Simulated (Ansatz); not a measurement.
One change: `C[O][Zr]([Cl])([NH]C(C)C)[O]C` becomes `C[O][Zr]([OH])([NH]C(C)C)[O]C`.

Ansatz, PBE0-D4/def2-TZVP geometries, multiplicity 1. Each molecule was computed in one conformer, which needn't be the lowest.

Elements past krypton have def2 core potentials.

```
                                          property  `C[O][Zr]([Cl])([NH]C(C)C)[O]C`
             HOMO energy (ωB97M-V/def2-TZVPP) / eV                            -9.01
             HOMO–LUMO gap (B3LYP/def2-TZVPP) / eV                             6.01
                 HOMO energy (PBE/def2-TZVPP) / eV                            -5.43
size of the dipole moment (ωB97M-V/def2-TZVPP) / D                             3.47
                HOMO energy (PBE0/def2-TZVPP) / eV                            -6.73
                LUMO energy (PBE0/def2-TZVPP) / eV                            -0.27
```

**Question.** What does the change do to each property? (Best estimate.)

**Answer.** The calculation gave: 
```
                                          property  `C[O][Zr]([OH])([NH]C(C)C)[O]C`  shift
             HOMO energy (ωB97M-V/def2-TZVPP) / eV                            -8.60   0.41
             HOMO–LUMO gap (B3LYP/def2-TZVPP) / eV                             5.91  -0.10
                 HOMO energy (PBE/def2-TZVPP) / eV                            -5.00   0.43
size of the dipole moment (ωB97M-V/def2-TZVPP) / D                             0.19  -3.28
                HOMO energy (PBE0/def2-TZVPP) / eV                            -6.30   0.43
                LUMO energy (PBE0/def2-TZVPP) / eV                             0.08   0.35
```

With PBE0 the HOMO rises by 0.43 eV and the LUMO rises by 0.35 eV, so the gap narrows by about 0.08 eV. PBE moves the HOMO by 0.43 eV and ωB97M-V by 0.41 eV. Dipoles are sizes alone; their direction can turn.

B3LYP here is the variant with VWN-RPA as its local correlation; programs differ in this.
